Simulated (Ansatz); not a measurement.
Consider the formal exchange of groups at the Si–Si bond: `N[SiH](O)[SiH2][SiH3]` + `N[SiH](F)F` → `N[SiH](O)[Si](N)(F)F` + `[SiH3][SiH3]`.

Computed with Ansatz on PBE0-D4/def2-TZVP structures; ΔE is electronic, products minus reactants. CBS: MP2 limit from def2 TZ/QZ plus the TZ coupled-cluster correction, frozen cores. This one scheme is used for every species. DFT in def2-TZVPP. Each species was taken in one conformer, which may not be the lowest.

**Question.** Is it downhill or uphill in electronic energy at CCSD(T)/CBS, and by how much? (Best estimate.)

**Answer.** The calculation gave: Uphill: ΔE = +18.0 kJ/mol.

**Question.** What do these levels give: PBE-D4, r2SCAN-D4, MP2/def2-TZVPP, SCS-MP2/def2-TZVPP, CCSD/def2-TZVPP, SCS-MP2/def2-QZVPP? (Best estimate.)

**Answer.** The calculation gave: PBE-D4 11.0, r2SCAN-D4 15.5, MP2/def2-TZVPP 20.2, SCS-MP2/def2-TZVPP 18.6, CCSD/def2-TZVPP 17.9, SCS-MP2/def2-QZVPP 18.9 kJ/mol.

Largest T1 diagnostic among the species: 0.013.

From PBE to PBE0 (25 % exact exchange), in def2-TZVPP and without D4, ΔE moves by +3.2 kJ/mol.
